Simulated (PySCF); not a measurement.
Breaking a bond: SMILES [SiH3]S (H4SSi). The Si1–S5 bond (Si1 also carries H, H, H; S5 carries H) is pulled apart rigidly from the PBE0/def2-TZVP optimised geometry.

Methods: RKS-PBE = restricted PBE/cc-pVDZ in PySCF 2.14.0; UKS-PBE = PySCF with unrestricted PBE/cc-pVDZ; RKS-PBE0 = PySCF with restricted PBE0/cc-pVDZ; UCCSD(T) = CCSD(T) on UHF/cc-pVDZ, 10 core orbitals frozen run with PySCF.

Energies relative to the lowest point of each curve near equilibrium, in eV; the last columns give the difference from UCCSD(T):

| R / Å | RKS-PBE | UKS-PBE | RKS-PBE0 | UCCSD(T) | RKS-PBE − UCCSD(T) | UKS-PBE − UCCSD(T) | RKS-PBE0 − UCCSD(T) |
|---|---|---|---|---|---|---|---|
| 1.73 | 2.847 | 2.847 | 2.779 | 2.974 | -0.127 | -0.127 | -0.196 |
| 1.81 | 1.673 | 1.673 | 1.612 | 1.746 | -0.073 | -0.073 | -0.134 |
| 1.93 | 0.619 | 0.619 | 0.575 | 0.642 | -0.023 | -0.023 | -0.067 |
| 2.03 | 0.181 | 0.181 | 0.157 | 0.185 | -0.004 | -0.004 | -0.029 |
| 2.10 | 0.037 | 0.037 | 0.028 | 0.037 | 0.000 | 0.000 | -0.009 |
| 2.14 | 0.000 | 0.000 | 0.000 | 0.000 | 0.000 | 0.000 | 0.000 |
| 2.22 | 0.001 | 0.001 | 0.021 | 0.006 | -0.005 | -0.005 | 0.014 |
| 2.28 | 0.053 | 0.053 | 0.089 | 0.066 | -0.013 | -0.013 | 0.023 |
| 2.37 | 0.190 | 0.190 | 0.250 | 0.217 | -0.027 | -0.027 | 0.033 |
| 2.48 | 0.422 | 0.422 | 0.512 | 0.469 | -0.047 | -0.047 | 0.043 |
| 2.66 | 0.877 | 0.877 | 1.019 | 0.957 | -0.080 | -0.080 | 0.062 |
| 2.90 | 1.511 | 1.511 | 1.723 | 1.641 | -0.129 | -0.129 | 0.082 |
| 3.24 | 2.315 | 2.315 | 2.624 | 2.510 | -0.195 | -0.195 | 0.114 |
| 3.49 | 2.798 | 2.798 | 3.176 | 2.970 | -0.171 | -0.171 | 0.207 |
| 3.89 | 3.389 | 3.280 | 3.870 | 3.306 | 0.082 | -0.027 | 0.564 |
| 4.29 | — | 3.498 | 4.367 | 3.403 | — | 0.095 | 0.964 |
| 4.73 | — | 3.612 | 4.739 | 3.436 | — | 0.177 | 1.303 |
| 5.29 | — | 3.677 | 5.031 | 3.449 | — | 0.228 | 1.582 |
| 5.83 | — | 3.702 | 5.194 | 3.454 | — | 0.249 | 1.740 |
| 6.38 | — | 3.713 | 5.291 | 3.455 | — | 0.258 | 1.837 |
| 7.49 | — | 3.718 | 5.387 | 3.456 | — | 0.263 | 1.932 |

RKS-PBE is furthest from UCCSD(T) at 3.24 (-0.195 eV, below); its mean absolute difference over the points is 0.065 eV.

UKS-PBE is furthest from UCCSD(T) at 7.49 (0.263 eV, above); its mean absolute difference over the points is 0.104 eV.

RKS-PBE0 is furthest from UCCSD(T) at 7.49 (1.932 eV, above); its mean absolute difference over the points is 0.521 eV.

Dashes: no converged value, or the column stops at the first point that the program doubted or that broke a chosen test of continuity, which isn't proof of a fault.

The restricted form behind RKS-PBE, RKS-PBE0 keeps the bonding electrons paired and can't separate into open-shell fragments. The unrestricted determinant behind UKS-PBE is spin-contaminated at 3.89 to 7.49 Å (<S²> up to 1.0, against 0.00 for a pure singlet). At the longest distance RKS-PBE0 leaves fractional charges on the fragments, a sign of delocalisation error or of the restricted form. The unrestricted determinant behind UCCSD(T) is spin-contaminated at 2.90 to 7.49 Å (<S²> up to 1.0, against 0.00 for a pure singlet).
